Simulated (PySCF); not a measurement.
# Dipole response of Sb²⁺ (antimony, charge +2)

[Kr] 4d10 5s2 5p1, 2P determinant. Computed with PySCF 2.14 in def2-QZVPPD with the def2 core potential (28 electrons), with scalar relativity through the core potential. Coupled (time-dependent) response in atomic units; α is the mean over directions.

| method | mean α (bohr³) | α xx, yy, zz | C₆ (like pair) | S(−4) |
| --- | --- | --- | --- | --- |
| B97-3 | 15.64 | 15.40, 16.13, 15.40 | 98.23 | 72.80 |

S(−4) is the Cauchy moment in α(ω) = α(0) + S(−4) ω² + …

Spin-orbit coupling is absent.

α(iu) at B97-3:

```tsv
u (hartree)	α(iu) (bohr³)
0	15.64
0.0500	15.46
0.100	14.95
0.200	13.25
0.300	11.22
0.500	7.813
0.750	5.268
1.00	3.867
1.50	2.468
2.00	1.775
3.00	1.074
5.00	0.5154
```

A single London oscillator, α(iu) = α/(1 + u²/ω²), gives C₆ = (3/4) ω α². Matching the computed C₆ needs ω = 4 × 98.23 / (3 × 15.64²) = 0.535 hartree.

For an ion, C₆ is the dispersion term alone; charge-induced terms of lower order in 1/R come first.

The components differ because the open shell of this determinant is not spherical; for a pure term their mean is the scalar polarisability.

Energies and moments cover only the electrons outside the core potential.
